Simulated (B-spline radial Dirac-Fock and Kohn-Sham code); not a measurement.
Ag²⁺: non-radiative channels of the N1 vacancy

System: silver as Ag²⁺, configuration [Kr] 4d9, inside a Watson sphere of charge -2 and radius 1.8 Å (a model of the Madelung potential; inside it an electron's potential energy is raised by 16.0 eV).

Model: independent-particle radiative and Coulomb Auger rates from relativistic LDA hole-state orbitals, with Dirac-Fock energies. Program: a radial B-spline solver. Kinetic energies are configuration averages from the vacuum level; the two-hole energies are estimated from single-hole states.

```
transition  kinetic energy (eV)  width (meV)  share (%)
   N1-N2N5                 3.43         2310       12.3
   N1-N2N4                 3.64          730        3.9
   N1-N3N4                 8.02         6750       36.0
   N1-N3N5                 9.18         8090       43.1
   N1-N4N5                66.98          682        3.6
   N1-N5N5                67.67          201        1.1
```

Coster-Kronig rates are the weakest part of this model and often come out 1.5 to 2.5 times too large. Super-Coster-Kronig decay this fast strains the one-particle picture, and such widths tend to come out too large. Channels within a few eV of threshold rest on estimated energies and may be closed in reality. The listed channels hold 100 % of the non-radiative rate. Summed by principal shells, of 18.8 eV in all: NNN 100.0 %.

Values without a named source are computed, but for edge energies of neutral atoms, which are taken from tables.
